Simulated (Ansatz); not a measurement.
`O[SiH2]OC[SiH3]` and `[CH3][AlH][O][SiH2]O` differ in one atom or group.

Ansatz, PBE0-D4/def2-TZVP geometries, multiplicity 1. Each molecule was computed in one conformer, which needn't be the lowest.

```json
{"property": "HOMO–LUMO gap (ωB97M-V/def2-TZVPP) / eV", "`O[SiH2]OC[SiH3]`": "11.96"}
{"property": "LUMO energy (PBE0/def2-TZVPP) / eV", "`O[SiH2]OC[SiH3]`": "0.31"}
{"property": "LUMO energy (PBE/def2-TZVPP) / eV", "`O[SiH2]OC[SiH3]`": "-0.54"}
{"property": "LUMO energy (B3LYP/def2-TZVPP) / eV", "`O[SiH2]OC[SiH3]`": "0.05"}
{"property": "LUMO energy (ωB97M-V/def2-TZVPP) / eV", "`O[SiH2]OC[SiH3]`": "1.89"}
{"property": "HOMO–LUMO gap (B3LYP/def2-TZVPP) / eV", "`O[SiH2]OC[SiH3]`": "7.60"}
```

Task: Give the same properties after the change, and the shifts. (Estimate.)

Result: Ansatz gave: 
```json
{"property": "HOMO–LUMO gap (ωB97M-V/def2-TZVPP) / eV", "`[CH3][AlH][O][SiH2]O`": "11.08", "shift": "-0.88"}
{"property": "LUMO energy (PBE0/def2-TZVPP) / eV", "`[CH3][AlH][O][SiH2]O`": "-0.68", "shift": "-0.99"}
{"property": "LUMO energy (PBE/def2-TZVPP) / eV", "`[CH3][AlH][O][SiH2]O`": "-1.46", "shift": "-0.92"}
{"property": "LUMO energy (B3LYP/def2-TZVPP) / eV", "`[CH3][AlH][O][SiH2]O`": "-0.91", "shift": "-0.96"}
{"property": "LUMO energy (ωB97M-V/def2-TZVPP) / eV", "`[CH3][AlH][O][SiH2]O`": "0.86", "shift": "-1.03"}
{"property": "HOMO–LUMO gap (B3LYP/def2-TZVPP) / eV", "`[CH3][AlH][O][SiH2]O`": "6.87", "shift": "-0.73"}
```

With PBE0 the HOMO falls by 0.22 eV and the LUMO falls by 0.99 eV, so the gap narrows by about 0.77 eV. PBE moves the HOMO by -0.31 eV and ωB97M-V by -0.15 eV.

B3LYP here is the variant with VWN-RPA as its local correlation; programs differ in this.
